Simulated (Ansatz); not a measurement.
Changing the shape of CuH, singlet

Calculated in Ansatz's Gaussian-basis code. Basis def2-SVP, nonrelativistic, 5 orbitals frozen in the corrections; active space CAS(2,2). Restricted Hartree–Fock, then the lowest state-specific CASSCF solution met for each case. A minimal or small basis: far from the basis limit. Single-reference values can break down or jump between states where bonds are stretched. Solutions in different active orbitals can move differences by tenths of an eV and at times more than 1 eV.

Case A: bond length 2.9522 Å. A bond is stretched, to 1.81 times the sum of the covalent radii.

Case B: bond length 4.4284 Å. A bond is stretched, to 2.72 times the sum of the covalent radii.

Case C: bond length 2.2142 Å. A bond is stretched, to 1.36 times the sum of the covalent radii.

Energy less that of case A, in eV:

```
case  RHF/ROHF  CASSCF
   B    +1.840  +0.356
   C    -1.465  -0.814
```

(1) Give the SC-NEVPT2 energies against case A.

(2) Which case is lowest, and do the methods agree?

## Answers

(1) B: +0.365 eV (8.4 kcal/mol); C: -0.952 eV (-22.0 kcal/mol).

(2) C is lowest in SC-NEVPT2. Of the methods shown, RHF/ROHF, CASSCF agree.
